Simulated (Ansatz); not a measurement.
The inner images of a band of Cl$_{3}$FH$_{2}$HfO (8 atoms, charge 0, multiplicity 1) are given out of order.

Theory: RKS PBE-D4/def2-SVP (Ansatz).

Image 0:

```xyz
8
Properties=species:S:1:pos:R:3
Hf -0.061 -0.125 -0.040
F -0.137 0.036 1.895
Cl 2.030 0.378 -1.036
O -1.148 1.332 -0.581
H -1.689 2.052 -0.931
Cl -1.185 -1.994 -0.967
Cl 1.573 -2.300 1.365
H 1.091 -1.617 2.370
```

Image 6:

```xyz
8
Properties=species:S:1:pos:R:3
Hf 0.125 -0.531 -0.224
F 0.980 0.358 1.835
Cl 2.158 0.242 -1.142
O -1.201 0.820 -0.080
H -1.876 1.510 -0.122
Cl -0.698 -1.870 -1.973
Cl 0.134 -2.260 1.519
H 0.852 -0.508 2.261
```

Put them in order from the first end to the last, with their energies above the first end.
A.
```xyz
8
Properties=species:S:1:pos:R:3
Hf 0.151 -0.366 -0.126
F -0.092 -0.030 1.977
Cl 2.122 0.334 -1.197
O -1.002 1.123 -0.388
H -1.621 1.865 -0.363
Cl -0.953 -2.011 -1.395
Cl 1.317 -2.160 1.433
H 0.552 -0.994 2.135
```
B.
```xyz
8
Properties=species:S:1:pos:R:3
Hf -0.001 -0.185 -0.085
F -0.119 0.024 1.864
Cl 2.076 0.345 -1.086
O -1.109 1.275 -0.571
H -1.705 2.028 -0.666
Cl -1.101 -2.029 -1.082
Cl 1.508 -2.276 1.442
H 0.924 -1.420 2.259
```
C.
```xyz
8
Properties=species:S:1:pos:R:3
Hf 0.173 -0.461 -0.189
F 0.198 0.178 2.005
Cl 2.133 0.316 -1.215
O -1.050 0.997 -0.296
H -1.670 1.729 -0.169
Cl -0.877 -1.974 -1.651
Cl 0.984 -2.283 1.364
H 0.582 -0.740 2.224
```
D.
```xyz
8
Properties=species:S:1:pos:R:3
Hf 0.072 -0.261 -0.101
F -0.114 0.009 1.882
Cl 2.105 0.342 -1.139
O -1.062 1.205 -0.493
H -1.676 1.949 -0.451
Cl -1.001 -2.023 -1.257
Cl 1.402 -2.220 1.477
H 0.747 -1.239 2.157
```
E.
```xyz
8
Properties=species:S:1:pos:R:3
Hf 0.143 -0.523 -0.230
F 0.556 0.346 1.928
Cl 2.160 0.257 -1.151
O -1.137 0.884 -0.226
H -1.705 1.650 -0.067
Cl -0.777 -1.952 -1.856
Cl 0.543 -2.324 1.429
H 0.692 -0.577 2.247
```

B (+0.021 eV), D (+0.098 eV), A (+0.191 eV), C (+0.152 eV), E (+0.091 eV).

Run time: 2.6 min on 4 threads of Arm Neoverse V2, with other jobs on the host, peak memory 0.19 GiB.
